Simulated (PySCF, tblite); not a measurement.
Isomers of C7H12OSi2, one GFN2-xTB conformer each. Single-point energies are computed at PBE0/pcSseg-1 (PySCF, gas phase, no added dispersion term), electronic only.

Task: Rank them by PBE0/pcSseg-1 energy, lowest first (kJ/mol).
A. `[CH2:1]=[CH:2][CH2:3][C:4]1=[CH:5][C:6](=[O:7])[SiH2:8][SiH2:9][CH2:10]1` with C1–C2–C3–C4 114°, C2–C3–C4–C5 113°, C4–C5–C6–O7 -145°, C5–C6–Si8–Si9 -28°, C6–Si8–Si9–C10 -14°, Si8–Si9–C10–C4 54°
B. `[SiH3:1][CH2:2][c:3]1[cH:4][cH:5][cH:6][c:7]([O:8][SiH3:9])[cH:10]1` with Si1–C2–C3–C4 -88°, C6–C7–O8–Si9 -4°
C. `[CH2:1]=[CH:2][Si@H:3]([C:4]#[C:5][CH3:6])[C:7](=[CH2:8])[O:9][SiH3:10]` with C1–C2–Si3–C4 -112°, C2–Si3–C7–C8 -15°, Si3–C7–O9–Si10 -176°
D. `[CH2:1]=[CH:2][SiH2:3][CH2:4][C:5]1=[CH:6][C:7](=[O:8])[SiH2:9][CH2:10]1` with C1–C2–Si3–C4 124°, C2–Si3–C4–C5 57°, Si3–C4–C5–C6 -91°

Result: B (0.0), D (154.0), A (185.1), C (255.7).

As drawn, the lowest has an aromatic ring, which the highest lacks; the highest has a C≡C bond and a C=C bond outside aromatic rings, which the lowest lacks. GFN2-xTB itself gives, in the same order: 0.0, 377.8, 386.9, 368.0. Both levels put the same isomer lowest; measured from each level's own lowest isomer, the values differ by up to 223.8 kJ/mol (C=C[SiH2]CC1=CC(=O)[SiH2]C1: 377.8 against 154.0).

Task: Which frontier levels, dipoles and rotational constants go with these structures?

Result: 
```json
{"SMILES": "[SiH3]Cc1cccc(O[SiH3])c1", "HOMO (eV, PBE0/pcSseg-1)": "-6.61", "LUMO (eV)": "-0.24", "dipole (D)": "0.62", "A, B, C (MHz)": "2135, 450.1, 396.9"}
{"SMILES": "C=C[SiH2]CC1=CC(=O)[SiH2]C1", "HOMO (eV, PBE0/pcSseg-1)": "-6.39", "LUMO (eV)": "-1.58", "dipole (D)": "4.18", "A, B, C (MHz)": "1587, 552.5, 463.2"}
{"SMILES": "C=CCC1=CC(=O)[SiH2][SiH2]C1", "HOMO (eV, PBE0/pcSseg-1)": "-6.62", "LUMO (eV)": "-1.82", "dipole (D)": "3.73", "A, B, C (MHz)": "1545, 674.2, 520.9"}
{"SMILES": "C=C[Si@H](C#CC)C(=C)O[SiH3]", "HOMO (eV, PBE0/pcSseg-1)": "-7.03", "LUMO (eV)": "-0.41", "dipole (D)": "1.05", "A, B, C (MHz)": "926.3, 647.7, 404.0"}
```

Task: What happens when harmonic zero-point energies from GFN2-xTB frequencies are added?

Result: 
| SMILES | ZPE (kJ/mol) | electronic (kJ/mol) | with ZPE (kJ/mol) |
| --- | --- | --- | --- |
| [SiH3]Cc1cccc(O[SiH3])c1 | 413.5 | 0.0 | 0.0 |
| C=C[SiH2]CC1=CC(=O)[SiH2]C1 | 418.5 | 154.0 | 159.0 |
| C=CCC1=CC(=O)[SiH2][SiH2]C1 | 421.3 | 185.1 | 192.9 |
| C=C[Si@H](C#CC)C(=C)O[SiH3] | 409.7 | 255.7 | 252.0 |

The zero-point energies span 11.6 kJ/mol. The order is unchanged.
